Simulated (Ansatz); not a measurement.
A nudged elastic band was laid between two geometries of FH + H6OSi2 (11 atoms, charge 0, multiplicity 1).

All numbers below come from Ansatz 0.2.0, RKS B3LYP-D4/6-31G*.

| Property | Result |
| --- | --- |
| movable images | 9 |
| climbing image | yes |
| spring | 5.0 eV/Å² |
| optimiser | quadratic models (default) |
| start path | through a guess of the saddle point |
| force threshold | 0.03 eV/Å |
| iteration limit | 60 |
| end points | relaxed |

Initial state:

```xyz
11
Properties=species:S:1:pos:R:3
Si -0.064 -1.093 -0.738
Si 0.628 1.161 -0.670
H -0.301 -1.501 -2.145
H 1.048 -1.917 -0.177
O -1.504 -1.287 0.070
H -0.137 0.647 2.036
F -0.568 -0.103 2.412
H 0.739 1.593 0.770
H -0.353 2.092 -1.289
H 1.972 1.396 -1.266
H -1.459 -0.988 0.996
```

Final state:

```xyz
11
Properties=species:S:1:pos:R:3
Si -0.346 -1.782 -0.188
Si 0.869 2.212 0.120
H 0.212 -1.287 -1.461
H 0.251 -3.068 0.253
O -1.972 -1.914 -0.429
H 1.198 2.010 1.553
F -0.015 -0.717 0.980
H 1.289 3.581 -0.286
H -0.593 2.072 -0.098
H 1.600 1.224 -0.715
H -2.494 -2.331 0.271
```

Q: What changes between the two ends?

A: Bonds broken: Si1–Si2, H6–F7. Bonds formed: Si1–F7, Si2–H6. FH + H6OSi2 becomes FH3OSi + H4Si.

Q: What energy profile does the band end with?

A: It converged. The highest image is number 3 of 0 to 10, 1.43 eV above the first end and 3.11 eV above the last; the last end lies 1.68 eV below the first. Neighbouring images differ by up to 1.7 eV, so the band resolves the path poorly. A vibrational analysis at the climbing image gives one clearly imaginary mode, 1075i cm⁻¹: a first-order saddle point. The orbitals stay closed-shell, which can raise the energy where a bond breaks towards radicals; this wasn't checked here.

```tsv
image	path coordinate (Å)	energy (eV)	Si1–Si2 (Å)	H6–F7 (Å)	Si1–F7 (Å)
0	0.00	0.00	2.36	0.94	3.34
1	0.80	0.11	2.36	0.94	2.95
2	1.61	0.56	2.42	0.95	2.57
3	2.41	1.43	2.60	1.17	2.01
4	3.24	-0.29	3.03	1.75	1.67
5	4.08	-1.19	3.47	2.00	1.62
6	4.91	-1.55	3.84	2.32	1.61
7	5.74	-1.63	4.11	2.70	1.61
8	6.58	-1.66	4.13	2.85	1.61
9	7.41	-1.68	4.12	3.08	1.62
10	8.25	-1.68	4.19	3.04	1.62
```

Q: What is the geometry of the highest image?

A: 
```xyz
11
Properties=species:S:1:pos:R:3:forces:R:3
Si -0.175 -1.023 -0.145 -0.01 -0.01 0.00
Si 0.682 1.418 -0.372 0.00 0.00 0.00
H -0.125 -0.842 -1.627 0.00 0.00 0.00
H 0.924 -1.952 0.201 0.00 0.00 0.00
O -1.761 -1.474 0.019 0.01 0.00 0.00
H 0.138 0.369 1.021 0.00 -0.01 0.01
F -0.234 -0.443 1.779 0.01 0.01 -0.01
H 1.099 2.463 0.608 0.00 0.00 0.00
H -0.370 1.979 -1.255 0.00 0.00 0.00
H 1.872 1.023 -1.172 0.00 0.00 0.00
H -2.050 -1.517 0.942 0.00 0.00 0.00
```

Time of the run: 6.1 min on 2 threads of Arm Neoverse V1, with other jobs on the host, peak memory 0.18 GiB.
